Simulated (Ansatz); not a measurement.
Compare A (`N[SiH2]CBO`) with its isomer B (`COB(N)[SiH3]`).

Gas-phase electronic energies from Ansatz, PBE0-D4/def2-TZVP geometries. CCSD(T)/CBS is the MP2 limit (def2-TZVPP, def2-QZVPP) plus CCSD(T) − MP2 in def2-TZVPP, frozen cores. Functionals use def2-TZVPP. B3LYP here is the variant with VWN-RPA as its local correlation; programs differ in this. One conformer a species, not always the lowest.

Question: Which isomer does CCSD(T)/CBS put lower? Give the gap. (Best estimate.)

Answer: Ansatz gave: A, by 15.9 kcal/mol.

Question: Give E(B) − E(A) in kcal/mol with PBE0-D4, CCSD(T)/def2-TZVPP, B3LYP, r2SCAN-D4, B3LYP-D4, PBE-D4, HF/def2-TZVPP. (Best estimate.)

Answer: The calculation gave: PBE0-D4 12.8, CCSD(T)/def2-TZVPP 14.6, B3LYP 12.6, r2SCAN-D4 13.9, B3LYP-D4 12.6, PBE-D4 11.1, HF/def2-TZVPP 14.8. None reverses the order clearly.

Largest T1 diagnostic: 0.013.

From PBE to PBE0 (25 % exact exchange), in def2-TZVPP and without D4, E(B) − E(A) moves by +1.7 kcal/mol.
